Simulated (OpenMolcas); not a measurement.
Nb3+: ligand-field states by method

Nb3+ with 4 ligands (chloride) in tetrahedral coordination (Td) at 2.44 Å. A charge of +0.25 e stands 2.8 Å behind each ligand. Ligand basis ANO-RCC-VDZP.

```json
{"Program": "OpenMolcas", "Basis": "ANO-RCC-VDZP [6s5p3d1f]", "Scalar Hamiltonian": "DKH2, point nucleus", "Active space": "2 electrons in 5 orbitals (4d)", "State averaging": "2S+1 = 3 even, 10 roots; 2S+1 = 1 even, 15 roots", "Spin-orbit coupling": "RASSI with atomic mean-field integrals over the reference wave functions"}
```

I. CASSCF
II. SS-CASPT2, IPEA 0.25 Eh, imaginary shift 0.1 Eh (closed shells correlated: 4s 4p and the ligand valence shells)

Spin-free states (labels of Td) in cm-1, each column counted from its own energy of the first state listed:

```csv
State,Degeneracy,I,II
3A2,1,0,0
3T2,3,7172,6930
1E,2,9760,6860
3T1,3,11441,10930
1A1,1,16188,12680
1T2,3,16428,12960
3T1,3,18493,16900
1T1,3,18656,15430
1E,2,23087,20960
1T2,3,25112,22360
1A1,1,39561,32110
```

From I to II, I's first state of the same spin (3T2) moves from 7172 to 6930 cm-1, by about -240 cm-1.

From I to II, I's first state of another spin (1E) moves from 9760 to 6860 cm-1, by about -2900 cm-1.

χT at 300 K: I 0.83, II 0.82 cm3 K/mol.

Roots that are degenerate in the reference are averaged as groups; the widest CASPT2 spread within a group is 490 cm-1 (the 3-fold group of multiplicity 3 near 6930 cm-1 above the lowest state of its run, II). Shifts and gaps below about the spread of the groups concerned are not significant. Over all roots computed the reference weight is 0.72 to 0.74 in II; a low but even weight reflects the number of correlated electrons. The least metal-like active orbital is 81 % on the metal (Löwdin) and no ligand orbital is active, so the numbers are rough. Ligand-to-metal charge-transfer states are missing. With no ligand orbital active B as a rule stays too high, so bands that hang on it stand too high and its fall with covalency is understated. Without dynamic correlation the repulsion within the d shell is too large (B by tens of per cent), so at a given field states of lower spin stand too high (holds for I). With metal d orbitals alone the field can be off either way by tens of per cent (holds for I). These CASPT2 states fit no ligand-field parameters well, so their order and spin gaps are uncertain (holds for II). With one d shell and no ligand orbital active, 10Dq can be off by a tenth or more (holds for II). The distance lies 4 % over the 2.35 Å that this model takes as the normal distance (a Shannon-type radius plus a fixed donor radius); by an R⁻⁵ law this alone changes a d-shell field by about -17 %. No measured value stands beside these numbers; the geometry is a model, was not optimised and need not be the one that this ion takes.
